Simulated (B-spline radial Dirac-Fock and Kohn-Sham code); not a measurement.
## X-ray form factors of neodymium in several charge states

Calculated with a radial atomic solver, using configuration-average Dirac-Fock orbitals.

Configurations: Nd³⁶⁺ [Ar] 3d6; Nd³⁷⁺ [Ar] 3d5; Nd³⁸⁺ [Ar] 3d4; Nd³⁹⁺ [Ar] 3d3. The first column is f₀ of Nd³⁶⁺, the others are differences from it.

```csv
s (Å⁻¹),Nd³⁶⁺,Δ Nd³⁷⁺,Δ Nd³⁸⁺,Δ Nd³⁹⁺
0,24.000,-1.000,-2.000,-3.000
0.1,23.925,-0.995,-1.989,-2.984
0.2,23.704,-0.979,-1.958,-2.938
0.3,23.340,-0.953,-1.907,-2.863
0.4,22.845,-0.917,-1.838,-2.761
0.5,22.229,-0.874,-1.753,-2.636
0.7,20.702,-0.768,-1.545,-2.328
0.9,18.896,-0.647,-1.305,-1.974
1.1,16.960,-0.522,-1.058,-1.606
1.4,14.098,-0.349,-0.712,-1.089
```
